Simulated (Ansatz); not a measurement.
The cluster Si₃Ni (the lowest singlet isomer of a short search). Charge 0, multiplicity 1. Geometry r2SCAN-D4/def2-SVP, basis def2-TZVP, Ansatz.

```tsv
atom	x (Å)	y (Å)	z (Å)
Ni1	-1.102	0.289	0.138
Si2	1.179	-0.309	-0.148
Si3	0.216	1.483	-1.044
Si4	-0.293	-1.463	1.054
```

```json
{"run": "A", "HOMO (eV)": "-7.66", "LUMO (eV)": "-1.33"}
{"run": "B", "HOMO (eV)": "-5.92", "LUMO (eV)": "-3.07"}
{"run": "C", "HOMO (eV)": "-4.66", "LUMO (eV)": "-3.67"}
{"run": "D", "HOMO (eV)": "-4.86", "LUMO (eV)": "-3.81"}
```

The structure comes from a short search, and lower isomers may exist.

**Question.** The runs used BLYP, PBE, PBE0, ωB97M-V. Estimate which is which.

**Answer.** A ωB97M-V (range-separated); B PBE0 (25 % exact exchange); C BLYP (0 % exact exchange); D PBE (0 % exact exchange). Exact exchange lowers occupied and raises empty levels; among semilocal functionals meta-GGAs tend to open the gap a little, and such runs are hard to tell apart. The gap grows from 0.99 eV (BLYP) to 6.33 eV (ωB97M-V).
